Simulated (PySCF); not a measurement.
Delta-SCF ions had no search for a lower state. Excitations are Tamm–Dancoff values on a coarser integration grid. The basis has no diffuse functions, so Rydberg states are missing or too high.

Cartesian coordinates (Å):
```xyz
12

Si     1.8561    -0.5696     0.3692
C      0.9430     0.9767     0.7554
Si    -0.6914     1.1952     0.3022
Si    -1.9133    -0.4346    -0.8381
H      0.9434    -1.4916    -0.3672
H      3.0513    -0.3242    -0.4862
H      2.3297    -1.2714     1.5954
H      1.4562     1.7750     1.2868
H     -1.4047     2.4590     0.6278
H     -3.2930     0.0851    -1.0336
H     -1.9729    -1.6897    -0.0475
H     -1.3045    -0.7099    -2.1640
```
Charge 0, multiplicity 1.

What S1 oscillator strength, HOMO–LUMO gap, LUMO, total energy, dipole moment, T1 excitation (TDA), S1 excitation (TDA) and vertical ionisation energy (Delta-SCF) does PBE-D3(BJ)/def2-TZVP // PBE0-D3(BJ)/def2-TZVP (PySCF) give?


```
Quantity                                       Value
--------------------------------------  ------------
S1 oscillator strength                         0.298
HOMO–LUMO gap                                3.14 eV
LUMO                                        -2.75 eV
total energy                            -910.8725 Ha
dipole moment                                 1.33 D
T1 excitation (TDA)                          2.45 eV
S1 excitation (TDA)                          4.57 eV
vertical ionisation energy (Delta-SCF)       8.54 eV
```
